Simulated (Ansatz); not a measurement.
Basis-set extrapolation for AlH3O2S, SMILES `[OH][Al]([OH])[SH]` (PBE0-D4/def2-TZVP geometry, frozen core, Ansatz). Multiplicity 1, RHF reference.

```tsv
	def2-TZVPP	def2-QZVPP
HF	-791.187445	-791.213571
MP2 correlation	-0.735195	-0.797682
CCSD(T) correlation	-0.787335	-0.846911
```

Energies in hartree. Use E(X) = E(∞) + A·exp(−7.88·√X) for Hartree–Fock and E(X) = E(∞) + B·X^(−2.97) for correlation, with X = 3 and 4.

Task: What is the CCSD(T) energy at the basis-set limit?

Result: HF limit: -791.213571 + (-0.026126) × 0.13774 = -791.21717. Correlation limit: -0.846911 + (-0.059576) × 0.74074 = -0.89104. Total: -792.10821 hartree, 350.3 kJ/mol below CCSD(T)/def2-TZVPP.
